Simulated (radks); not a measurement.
The numbers below are computed, except where a source is named.
Task: The mean radii <r> (bohr) of the occupied orbitals of an atom or ion are listed with their occupations. Code: a radial shooting solver on a logarithmic mesh with Libxc functionals. Model: Dirac Kohn-Sham, relativistic LDA (MacDonald-Vosko exchange, VWN5 correlation), spin-unpolarised, spherical densities, finite nucleus; Fermi nuclear charge, rms radius of each element as measured or else 0.836 A^(1/3) + 0.57 fm.

| orbital | occ. | <r> |
|---|---|---|
| 1s1/2 | 2 | 0.02240 |
| 2s1/2 | 2 | 0.09373 |
| 2p1/2 | 2 | 0.07823 |
| 2p3/2 | 4 | 0.08467 |
| 3s1/2 | 2 | 0.2276 |
| 3p1/2 | 2 | 0.2148 |
| 3p3/2 | 1 | 0.2245 |

Name the element and its charge. Open shells, if any, fill j = l - 1/2 first.

Result: Z = 63, europium, charge +48: Eu48+ in [Ne] 3s2 3p3. The 1s radius gives Z: for a bare nucleus <r> = (2 gamma + 1)/(2Z) with gamma = sqrt(1 - (Z/c)^2), 0.02203 bohr for Z = 63, and screening makes it slightly larger (0.02240 here). The occupations add up to 15, and the charge is Z minus that.
